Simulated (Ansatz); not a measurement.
The cluster K4H3⁺, 7 atoms. Hardware: 4 threads of Arm Neoverse V2 on a shared host.

Correlated methods freeze 20 core orbitals; core or outer-core shells of K are correlated, in sets that lack core-valence functions.

(1) How many basis functions does each of these Ansatz runs have, and roughly what does it cost? r2SCAN-D4/def2-TZVP, charge 1 triplet at the geometry of the charge 1 singlet, energy, from earlier orbitals; LC-ωPBE (ω = 0.20 bohr⁻¹)/def2-TZVP, charge 1 singlet, energy, from earlier orbitals; PBE-D4/def2-TZVP, charge 0 doublet at the geometry of the charge 1 singlet, energy, from earlier orbitals; BLYP-D4/def2-TZVP, charge 1 singlet, energy, from earlier orbitals; revPBE-D4/def2-TZVP, charge 1 singlet, energy, from earlier orbitals; PBE0-D4/def2-SVP, charge 1 singlet, energy with a search over starts; HF/STO-3G, charge 1 singlet, energy; CCSD(T)/def2-TZVPP, charge 1 singlet, energy, from earlier orbitals; HF/def2-TZVP, charge 1 singlet, energy, from earlier orbitals; LC-ωPBE (ω = 0.15 bohr⁻¹)/def2-TZVP, charge 1 singlet, energy, from earlier orbitals; r2SCAN0-D4/def2-TZVP, charge 1 singlet, energy, from earlier orbitals; LC-ωPBE (ω = 0.15 bohr⁻¹)/def2-TZVP, charge 0 doublet at the geometry of the charge 1 singlet, energy, from earlier orbitals.

Answers

(1) Other jobs shared the machine, so times can vary by a factor of up to 3. A dash marks memory too small to be measured apart from the calling script's.

| run | functions | fitting or Cholesky vectors | wall time | peak host memory (GiB) |
| --- | --- | --- | --- | --- |
| HF/STO-3G, charge 1 singlet, energy | 55 | 675 | 0.2 s | – |
| HF/def2-TZVP, charge 1 singlet, energy, from earlier orbitals | 150 | 1696 | 1.1 s | – |
| revPBE-D4/def2-TZVP, charge 1 singlet, energy, from earlier orbitals | 150 | 1432 | 2 s | – |
| LC-ωPBE (ω = 0.20 bohr⁻¹)/def2-TZVP, charge 1 singlet, energy, from earlier orbitals | 150 | 1432 | 2.2 s | – |
| LC-ωPBE (ω = 0.15 bohr⁻¹)/def2-TZVP, charge 1 singlet, energy, from earlier orbitals | 150 | 1432 | 2.4 s | – |
| PBE0-D4/def2-SVP, charge 1 singlet, energy with a search over starts | 111 | 1065 | 2.6 s | – |
| BLYP-D4/def2-TZVP, charge 1 singlet, energy, from earlier orbitals | 150 | 1432 | 2.8 s | – |
| PBE-D4/def2-TZVP, charge 0 doublet at the geometry of the charge 1 singlet, energy, from earlier orbitals | 150 | 1432 | 4.9 s | – |
| r2SCAN0-D4/def2-TZVP, charge 1 singlet, energy, from earlier orbitals | 150 | 1548 | 6 s | – |
| LC-ωPBE (ω = 0.15 bohr⁻¹)/def2-TZVP, charge 0 doublet at the geometry of the charge 1 singlet, energy, from earlier orbitals | 150 | 1432 | 11 s | 0.57 |
| r2SCAN-D4/def2-TZVP, charge 1 triplet at the geometry of the charge 1 singlet, energy, from earlier orbitals | 150 | 1432 | 14 s | – |
| CCSD(T)/def2-TZVPP, charge 1 singlet, energy, from earlier orbitals | 174 | 1491 | 37 s | 1.7 |
